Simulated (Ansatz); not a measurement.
Pulling on the Cd1–H2 bond in CdH2 (SMILES [CdH2]) (multiplicity 1 held, fragments rigid). Energies count from the point at 1.681 Å.
Geometry at that point (charge 0, multiplicity 1):
```xyz
3

Cd     0.000     0.000     0.000
H      0.000     0.000     1.681
H      0.000     0.000    -1.681
```

R- and RO- levels are restricted; in cc, def2 and unpolarised 6-31G sets they are followed outwards from rest. Unrestricted levels (U-) break spin symmetry where that is lower. Active spaces are followed from a long bond inwards. Curves can end on different states.

Cores are frozen in the correlated methods.

Programs: Ansatz (Gaussian basis) for Hartree–Fock, density functionals and correlated methods. Values without a source in brackets are computed. In def2 rows elements past Kr take small-core potentials, without spin–orbit coupling.

Energies in kJ/mol.

| R (Å) | R-SCS-MP2/def2-SVP | U-SCS-MP2/def2-SVP | R-CCSD(T)/def2-SVP | U-CCSD(T)/def2-SVP | FIC-MRCISD+Q on CASSCF(2,2)/def2-SVP |
|---|---|---|---|---|---|
| 1.345 | 105 | 105 | 108 | 108 | 109 |
| 1.513 | 19 | 19 | 21 | 21 | 21 |
| 1.681 | 0 | 0 | 0 | 0 | 0 |
| 1.849 | 15 | 15 | 13 | 13 | 12 |
| 2.017 | 47 | 47 | 42 | 42 | 41 |
| 2.270 | 108 | 108 | 96 | 96 | 96 |
| 2.522 | 170 | 188 | 150 | 152 | 150 |
| 2.942 | 262 | 258 | 220 | 226 | 220 |
| 3.362 | 333 | 281 | 259 | 272 | 263 |
| 3.867 | 389 | 290 | 273 | 291 | 287 |
| 4.539 | 424 | 293 | 263 | 295 | 297 |
| 5.380 | 411 | 293 | 249 | 296 | 299 |

Doubts at one or more of the structures used: a restricted determinant that unrestricted orbitals would lower (R-SCS-MP2/def2-SVP, R-CCSD(T)/def2-SVP); a spin-contaminated determinant (U-SCS-MP2/def2-SVP, U-CCSD(T)/def2-SVP); other coupled-cluster roots lie near (R-CCSD(T)/def2-SVP); T1 above 0.05 (R-CCSD(T)/def2-SVP, U-CCSD(T)/def2-SVP).

Ansatz is an electronic-structure program.
